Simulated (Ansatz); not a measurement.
Geometry optimisation, RKS PBE0/def2-SVP (Ansatz).

Input file:

```yaml
crystal:
  periodic: [false, false, false]
  atoms:
    - { symbol: Ta, position_ang: [-0.152191, 0.16867, -0.065117] }
    - { symbol: F, position_ang: [1.734113, 0.360759, -0.249893] }
    - { symbol: F, position_ang: [0.234383, -0.559121, 1.622393] }
    - { symbol: F, position_ang: [-0.221707, 0.481905, -1.91544] }
    - { symbol: F, position_ang: [-0.918858, 1.744228, 0.496725] }
    - { symbol: Cl, position_ang: [-1.828803, -1.394719, -0.306797] }
    - { symbol: "N", position_ang: [1.597859, -2.489901, -1.10444] }
    - { symbol: H, position_ang: [1.135017, -2.906047, -0.304073] }
    - { symbol: H, position_ang: [0.985939, -2.376748, -1.904951] }
    - { symbol: H, position_ang: [2.127747, -1.633028, -0.872506] }
basis:
  gaussian: { orbitals: def2-SVP }
hamiltonian:
  xc: pbe0
relax:
  f_tol: 0.03
  max_steps: 50
```

Launched with:

```bash
$ ansatz run input.yaml --threads 4 --pin off --max-ram 5120MiB --backend cpu --events-out ev --progress --plain --runs-dir out
```

Q: Where does it end, and by what steps?

A: The run converged. After 9 steps the energy has fallen by 1.371 eV; N7 moved furthest, 0.74 Å. Joined: Ta1–N7 (3.35 → 2.33 Å).

```tsv
step	energy less start (eV)	largest force component (eV/Å)	accepted
0	0.0000	0.918	yes
1	-0.0958	1.030	yes
2	-0.2352	1.932	yes
3	-0.4636	2.644	yes
4	-0.8644	2.291	yes
5	-0.8899	4.223	yes
6	-1.2986	0.904	yes
7	-1.3069	0.564	yes
8	-1.3687	0.074	yes
9	-1.3710	0.025	yes
```

```xyz
10
Properties=species:S:1:pos:R:3
Ta 0.006 -0.049 -0.155
F 1.774 0.612 -0.183
F 0.407 -0.829 1.517
F -0.047 0.236 -2.021
F -0.835 1.508 0.420
Cl -1.864 -1.460 -0.340
N 1.165 -1.935 -0.874
H 1.048 -2.730 -0.244
H 0.875 -2.235 -1.806
H 2.164 -1.722 -0.918
```

Whether the end is a true minimum wasn't checked by a vibrational analysis.

The run took 36 s on 4 threads of Arm Neoverse V1, with other jobs on the host, peak memory 0.42 GiB.
